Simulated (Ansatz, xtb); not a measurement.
Torsion H3–Si1–P2–H6 in silylphosphine (SMILES [SiH3]P); at each angle all else is relaxed with GFN2-xTB, and the levels are single points there.
Geometry at 40° (charge 0, multiplicity 1):
```xyz
7

Si    -0.8288     0.0655    -0.0314
P      1.4067     0.0500    -0.0743
H     -1.4281    -0.9035    -0.9523
H     -1.2474     1.4149    -0.4080
H     -1.2339    -0.2460     1.3384
H      1.5175    -0.0995    -1.4446
H      1.5348    -1.3102     0.1413
```
Energies count from the point at 40°.

Run with Ansatz (Gaussian basis) for Hartree–Fock, density functionals and correlated methods; xtb for the GFN methods. Values without a source in brackets are computed.

Energies in kcal/mol.

```
dihedral (°)  GFN-FF  HF/cc-pV(D+d)Z  PBE/def2-TZVPP  wB97M-V/def2-TZVPP
------------  ------  --------------  --------------  ------------------
0               0.01            1.37            1.20                1.24
20             -0.01            0.60            0.51                0.53
40              0.00            0.00            0.00                0.00
60              0.04            0.11            0.12                0.12
80              0.09            0.84            0.77                0.79
100             0.06            1.51            1.34                1.38
120             0.02            1.40            1.23                1.27
```

Ansatz is an electronic-structure program.
